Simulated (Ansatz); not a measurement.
Relaxation of BH$_{7}$N$_{2}$O (11 atoms, charge 0, multiplicity 1), to a largest force component of 0.03 eV/Å in at most 50 steps.

The calculation used RKS B3LYP-D4/def2-mTZVP in Ansatz 0.2.0.

```xyz
11
Properties=species:S:1:pos:R:3
B -0.119 0.584 -0.245
O -0.231 -0.306 2.219
H -1.089 -0.555 1.853
H 0.896 -0.014 -0.370
N -1.345 0.018 -0.653
H -1.401 -0.901 -1.062
H -2.223 0.517 -0.674
N -0.065 1.969 0.306
H -0.822 2.625 0.168
H 0.830 2.432 0.349
H -0.230 0.677 2.151
```

Where does it end, and by what steps?

The run converged. The force dipped under the threshold on the way, but the program's further checks kept it going. After 34 steps the energy has fallen by 0.257 eV; O2 moved furthest, 1.10 Å.

| step | energy less start (eV) | largest force component (eV/Å) | accepted |
| --- | --- | --- | --- |
| 0 | 0.0000 | 1.775 | yes |
| 2 | -0.1171 | 1.965 | yes |
| 4 | -0.0944 | 2.631 | no |
| 6 | -0.2323 | 0.097 | yes |
| 8 | -0.2352 | 0.257 | yes |
| 10 | -0.2406 | 0.149 | yes |
| 12 | -0.2459 | 0.283 | yes |
| 14 | -0.2493 | 0.424 | no |
| 16 | -0.2523 | 0.306 | yes |
| 18 | -0.2511 | 0.291 | no |
| 20 | -0.2540 | 0.301 | no |
| 22 | -0.2553 | 0.037 | yes |
| 24 | -0.2546 | 0.099 | no |
| 26 | -0.2559 | 0.094 | yes |
| 28 | -0.2562 | 0.099 | yes |
| 30 | -0.2567 | 0.064 | yes |
| 32 | -0.2568 | 0.041 | yes |
| 34 | -0.2569 | 0.008 | yes |

```xyz
11
Properties=species:S:1:pos:R:3
B -0.041 0.692 -0.661
O -1.022 0.301 2.675
H -0.913 -0.658 2.702
H 0.922 0.344 -1.273
N -1.262 0.024 -0.863
H -1.359 -0.740 -1.511
H -2.100 0.204 -0.328
N 0.100 1.740 0.298
H -0.695 2.252 0.659
H 0.946 2.288 0.332
H -0.375 0.600 2.011
```

Whether the end is a true minimum wasn't checked by a vibrational analysis.

The run took 73 s on 2 threads of Intel(R) Xeon(R) Platinum 8259CL CPU @ 2.50GHz (Skylake/Cascade Lake), on a shared host, peak memory 0.21 GiB.
